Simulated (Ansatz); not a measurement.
Consider the ligand exchange at the In–N bond: `[OH][GaH][NH][InH2]` + `[AsH3]` → `[AsH2][InH2]` + `[NH2][GaH][OH]`.

Computed with Ansatz on PBE0-D4/def2-TZVP structures; ΔE is electronic, products minus reactants. CBS: MP2 limit from def2 TZ/QZ plus the TZ coupled-cluster correction, frozen cores. DFT in def2-TZVPP. Elements past krypton have def2 core potentials. For As, Ga, In outer-core shells are correlated without core-valence functions, which leaves a few kJ/mol of doubt a bond. Scalar relativity is left out up to krypton. Each species was taken in one conformer, which may not be the lowest.

`[OH][GaH][NH][InH2]`:

Cartesian coordinates in Å:
```
O 0.626 -1.280 2.371
Ga 0.148 0.041 1.257
N 0.059 -0.461 -0.489
In -0.429 0.627 -2.130
H 0.672 -1.015 3.291
H -0.157 1.477 1.775
H 0.289 -1.434 -0.651
H -0.399 -0.219 -3.621
H -0.809 2.265 -1.803
```

`[AsH3]`:

Cartesian coordinates in Å:
```
As -0.346 0.504 0.174
H -0.936 -0.761 -0.432
H 0.758 0.554 -0.872
H 0.525 -0.298 1.131
```

`[AsH2][InH2]`:

Z-matrix (Å, degrees):
```
As
In 1 2.591
H 1 1.522 2 91.9
H 1 1.522 2 91.9 3 93.1
H 2 1.726 1 119.1 3 45.7
H 2 1.726 1 119.1 3 -138.0
```

`[NH2][GaH][OH]`:

Cartesian coordinates in Å:
```
N -0.227 -0.401 -1.121
Ga 0.431 -0.272 0.564
O -0.075 1.133 1.548
H -0.856 0.259 -1.545
H 0.002 -1.155 -1.745
H 1.399 -1.300 1.194
H -0.674 1.735 1.104
```

CCSD(T)/CBS gives -36.3 kJ/mol.

Another level gave -46.0 kJ/mol. Which?
A. RPA@PBE/def2-TZVPP
B. BLYP/def2-TZVPP
C. PBE0/def2-TZVPP
D. PBE/def2-TZVPP

D. PBE -46.0, RPA@PBE/def2-TZVPP -24.5, BLYP -40.7, PBE0 -50.9 kJ/mol.

Largest T1 diagnostic among the species: 0.016.

At CCSD(T), def2-SVP lies +10.9 kJ/mol from the extrapolated value and def2-TZVPP +4.3 kJ/mol. From r2SCAN to r2SCAN0 (25 % exact exchange), in def2-TZVPP and without D4, ΔE moves by −6.2 kJ/mol.
